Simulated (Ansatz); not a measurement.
## Energy profile

The step: GeH₄O ([OH][GeH3]) + PH₃ → GePH₅ ([PH2][GeH3]) + H₂O; bonds formed: Ge1–P7, O2–H6; bonds broken: Ge1–O2, H6–P7 (atoms numbered as in the saddle structure below).

Ge1  (-0.208, -1.206, -0.045)
O2  (1.425, -0.155, 0.260)
H3  (0.722, -2.460, -0.177)
H4  (-1.054, -1.445, 1.206)
H5  (-0.887, -1.090, -1.417)
H6  (0.990, 0.882, 0.124)
P7  (-0.673, 1.512, 0.111)
H8  (2.200, -0.402, -0.259)
H9  (-1.296, 2.129, -0.990)
H10  (-1.218, 2.235, 1.189)
(Å)

Electronic energies by CCSD(T) at an estimated basis limit (MP2 extrapolated from triple and quadruple zeta, plus CCSD(T) − MP2 in triple zeta), on PBE0-D4/def2-TZVP structures; GePH7O, singlet; no counterpoise correction. Ansatz 0.2.0; basis: def2-TZVPP and def2-QZVPP; cores frozen in the correlated methods. Filled d shells of the heavier atoms are correlated. The def2 sets are not built for correlating such inner shells, so the correlated values are less sure here. Extrapolation: Hartree–Fock as exp(−7.88 √X), correlation as X^−2.97.

Question: Give the profile in kJ/mol, counted from the separated reactants. (Judge from chemistry; the value comes from the calculation.)

Answer: Computed:
```
                                                                                                      point  kJ/mol
 separated: GeH4O (linked as [OH][GeH3]; Ge1, O2, H3, H4, H5, H8; singlet) + PH3 (H6, P7, H9, H10; singlet)     0.0
                                                                                            start structure    -9.5
                                                                                                     saddle   203.4
                                                                                              end structure   -19.2
separated: GePH5 (linked as [PH2][GeH3]; Ge1, H3, H4, H5, P7, H9, H10; singlet) + H2O (O2, H6, H8; singlet)    -8.3
```

T1 diagnostic: at most 0.014.

For scale, one of the runs: CCSD(T)/def2-TZVPP, 219 basis functions, launched by `ansatz run in.yaml --threads 4 --pin off --events-out ev --progress --plain --max-ram 9574MiB`. Time: 81 s of wall clock on 4 CPU threads of an Arm Neoverse V2; the host was shared. Peak host memory: 3.2 GiB.
